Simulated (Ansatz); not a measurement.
`[InH2][I]` and `[Cl][InH2]` differ in one element.

Ansatz, PBE0-D4/def2-TZVP geometries, multiplicity 1. 

Elements past krypton have def2 core potentials.

```csv
property,`[InH2][I]`
HOMO energy (ωB97M-V/def2-TZVPP) / eV,-9.40
HOMO energy (PBE/def2-TZVPP) / eV,-6.20
LUMO energy (ωB97M-V/def2-TZVPP) / eV,-0.57
size of the dipole moment (B3LYP/def2-TZVPP) / D,2.23
zero-point energy (PBE0-D4/def2-TZVP) / kJ/mol,32.3
"ideal-gas entropy at 298 K and 1 bar (rigid rotor, harmonic PBE0-D4/def2-TZVP) / J/(mol·K)",295
```

Give the same properties after the change, and the shifts. (An estimate is asked.)

Computed: 
```csv
property,`[Cl][InH2]`,shift
HOMO energy (ωB97M-V/def2-TZVPP) / eV,-10.42,-1.02
HOMO energy (PBE/def2-TZVPP) / eV,-6.89,-0.69
LUMO energy (ωB97M-V/def2-TZVPP) / eV,-0.46,0.11
size of the dipole moment (B3LYP/def2-TZVPP) / D,2.78,0.55
zero-point energy (PBE0-D4/def2-TZVP) / kJ/mol,33.7,1.4
"ideal-gas entropy at 298 K and 1 bar (rigid rotor, harmonic PBE0-D4/def2-TZVP) / J/(mol·K)",276,-19
```

With PBE0 the HOMO falls by 0.90 eV and the LUMO rises by 0.11 eV, so the gap widens by about 1.01 eV. PBE moves the HOMO by -0.69 eV and ωB97M-V by -1.02 eV. Dipoles are sizes alone; their direction can turn.

B3LYP here is the variant with VWN-RPA as its local correlation; programs differ in this.

Spin–orbit coupling is left out; it splits and shifts lone-pair levels of the heavy atoms by tenths of an eV.
